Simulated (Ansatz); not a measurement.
C₂H₅BrOSi (`BrC1CO[SiH2]1`), relaxed with RKS PBE0-D4/def2-TZVP in Ansatz from a PBE-D4/def2-SVP geometry. The force threshold is 0.005 eV/Å; the program also tests the step.

Total charge 0; spin multiplicity 1.

Start:

```xyz
10

Br    0.918   -0.592   -2.287
C     0.756   -0.147   -0.390
C    -0.021    1.160   -0.060
O    -1.069    0.669    0.818
Si   -0.633   -0.975    0.621
H     1.779   -0.179    0.029
H    -0.452    1.634   -0.968
H     0.604    1.912    0.471
H    -1.619   -1.813   -0.141
H    -0.265   -1.667    1.906
```

```tsv
step	energy (eV)	largest force (eV/Å)	largest move (Å)
1	-82112.5109	0.821	0.000
2	-82112.5648	0.644	0.027
3	-82112.5780	0.056	0.020
4	-82112.5784	0.019	0.005
5	-82112.5784	0.009	0.002
6	-82112.5784	0.011	0.004
7	-82112.5785	0.010	0.015
8	-82112.5786	0.008	0.009
9	-82112.5786	0.003	0.001
```

End:

```xyz
10

Br    0.883   -0.585   -2.265
C     0.757   -0.151   -0.385
C    -0.015    1.146   -0.060
O    -1.076    0.644    0.780
Si   -0.625   -0.953    0.613
H     1.769   -0.176    0.009
H    -0.429    1.625   -0.949
H     0.588    1.868    0.497
H    -1.583   -1.802   -0.136
H    -0.269   -1.616    1.895
```

Run time 42 s (4 threads of an Arm Neoverse V2 on a shared host); peak host memory 0.65 GiB.
